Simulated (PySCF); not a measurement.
One of the candidates below gave these computed data.

All candidates are C6H9N3.

| technique | computed result |
| --- | --- |
| 13C NMR | chemical shifts (computed TMS as zero) by class: 168.6 (1 C), 161.0 (1 C), 151.1 (1 C), 32.6 (1 C), 26.9 (1 C), 14.8 (1 C) ppm [GIAO PBE/pcSseg-1] |
| Rotational structure | rotational constants A, B, C: 2.882, 1.301, 0.944 GHz [PBE0-D3(BJ)/def2-SVP] |
| Triplet | lowest triplet excitation (Tamm–Dancoff): 2.31 eV [TDA B3LYP/def2-SVPD] |
| NMR, other nuclei | isotropic shieldings of nuclei other than C and H, by class: -227 (1 N), -166 (1 N), -51 (1 N) ppm [GIAO PBE/pcSseg-1] |
| 1H NMR | chemical shifts (computed TMS as zero) by class: 8.98 (1 H), 2.93 (3 H), 2.49 (2 H), 1.42 (3 H) ppm [GIAO PBE/pcSseg-1] |
| UV, strongest line | among the 10 lowest singlet transitions: S4 at 5.37 eV (231 nm, f = 0.111) [TDDFT B3LYP/def2-SVPD] |

Electronic properties: PySCF, gas phase, density fitting. Levels stand in brackets. Isolated species at its PBE0-D3(BJ)/def2-SVP geometry (one conformer only). NMR values are class means; diastereotopic atoms form classes of their own.

Question: Which candidate is it?
A. `CCc1cnnc(C)n1`
B. `C=Cn1nc(C)c(C)n1`
C. `C=Cc1nn(C)nc1C`

Answer: A. It is `CCc1cnnc(C)n1`. Numbering: `[CH3:1][CH2:2][c:3]1[cH:4][n:5][n:6][c:7]([CH3:8])[n:9]1`. Its formula, C6H9N3, gives 4 degrees of unsaturation: 1 ring and 3 π bonds in the structure found (Kekulé form). 6 carbons fall into 6 classes; from least to most shielded: substituted aromatic carbon [C7] (168.6 ppm), substituted aromatic carbon [C3] (161.0 ppm), aromatic CH next to a ring nitrogen [C4] (151.1 ppm), benzylic-type carbon [C2] (32.6 ppm), benzylic-type carbon [C8] (26.9 ppm), methyl carbon [C1] (14.8 ppm). Hydrogen classes from least to most shielded: 1 H on an aromatic CH next to a ring nitrogen, C4 (8.98 ppm), 3 H on a benzylic-type carbon, C8 (2.93 ppm), 2 H on a benzylic-type carbon, C2 (2.49 ppm), 3 H on a methyl carbon, C1 (1.42 ppm, a mean of values up to 1.1 ppm apart in this geometry). The other shieldings belong to: -227 ppm, pyridine-type nitrogen [N5]; -166 ppm, pyridine-type nitrogen [N6]; -51 ppm, pyridine-type nitrogen [N9]. The optimised geometry has point group C1 and is an asymmetric top.

The others, at the same levels:
- `C=Cn1nc(C)c(C)n1` fails: its computed lowest triplet excitation (Tamm–Dancoff) is 3.43 eV (against 2.31 eV), strongest line among the 10 lowest singlet transitions is S1 at 5.01 eV (247 nm, f = 0.474) (against S4 at 5.37 eV) and rotational constant A is 3.384 GHz (against 2.882 GHz).
- `C=Cc1nn(C)nc1C` fails: its computed 13C shifts are 143.8 (1 C), 143.7 (1 C), 129.9 (1 C), 119.2 (1 C), 41.7 (1 C), 11.4 (1 C) ppm, 1H shifts are 6.50 (1 H), 6.35 (1 H), 5.39 (1 H), 3.89 (3 H), 2.26 (3 H) ppm and rotational constant A is 2.393 GHz (against 2.882 GHz).

Each candidate is one conformer, not necessarily the lowest. Dipoles, sizes and rotational constants follow the conformer. The torsions of the flexible species, by atom-mapped SMILES:
- `[CH3:1][CH2:2][c:3]1[cH:4][n:5][n:6][c:7]([CH3:8])[n:9]1`: C1–C2–C3–C4 127°
- `[CH2:1]=[CH:2][n:3]1[n:4][c:5]([CH3:6])[c:7]([CH3:8])[n:9]1`: C1–C2–N3–N4 180°
- `[CH2:1]=[CH:2][c:3]1[n:4][n:5]([CH3:6])[n:7][c:8]1[CH3:9]`: C1–C2–C3–N4 0°
